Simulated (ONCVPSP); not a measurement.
**Cutoff test, manganese (Mn), ONCV**

Mn, optimised norm-conserving Vanderbilt (ONCV), made with ONCVPSP 4.0.1 (LDA (Perdew-Zunger), scalar-relativistic). Core [Ne], reference 3s2 3p6 3d5 4s2. Waves: 3s+4s: rc 1.35 bohr, ncon 3, nbas 6, qcut 8.2 1/bohr, 2 projectors; 3p: rc 1.20 bohr, ncon 4, nbas 8, qcut 12 1/bohr, 2 projectors, debl 1.7 Ha; 3d: rc 0.90 bohr, ncon 4, nbas 7, qcut 11.4 1/bohr, 2 projectors, debl 2.9 Ha. Local part: polynomial inside 0.80 bohr (lpopt 1, dvloc0 -1 Ha). Core correction: none.

In the p channel the program set the typed energies aside and used -2.002, 0.250 Ha.

Q: For each optimised wave give the share of its norm inside rc, the residual kinetic energy above qcut (Ha) and the cutoffs (Ha) for errors of 10, 1, 0.1 and 0.01 mHa per electron.

A:

```json
{"wave": "3s", "norm inside rc": "0.925", "residual KE": "1.1e-05", "10 mHa": "14.7", "1 mHa": "23.3", "0.1 mHa": "28.6", "0.01 mHa": "35.6"}
{"wave": "4s", "norm inside rc": "0.038", "residual KE": "5.8e-06", "10 mHa": "6.3", "1 mHa": "19.6", "0.1 mHa": "26.9", "0.01 mHa": "32.2"}
{"wave": "3p", "norm inside rc": "0.813", "residual KE": "3.4e-08", "10 mHa": "23.1", "1 mHa": "29.4", "0.1 mHa": "34.7", "0.01 mHa": "47.0"}
{"wave": "p projector 2", "norm inside rc": "0.057", "residual KE": "3.6e-08", "10 mHa": "18.1", "1 mHa": "25.2", "0.1 mHa": "31.1", "0.01 mHa": "41.3"}
{"wave": "3d", "norm inside rc": "0.399", "residual KE": "9.1e-03", "10 mHa": "64.0", "1 mHa": "181.9", "0.1 mHa": "219.5", "0.01 mHa": "301.2"}
{"wave": "d projector 2", "norm inside rc": "0.066", "residual KE": "5.4e-03", "10 mHa": "60.3", "1 mHa": "78.6", "0.1 mHa": "171.2", "0.01 mHa": "222.1"}
```

The occupied waves need 182 Ha and 219 Ha for 1 and 0.1 mHa.
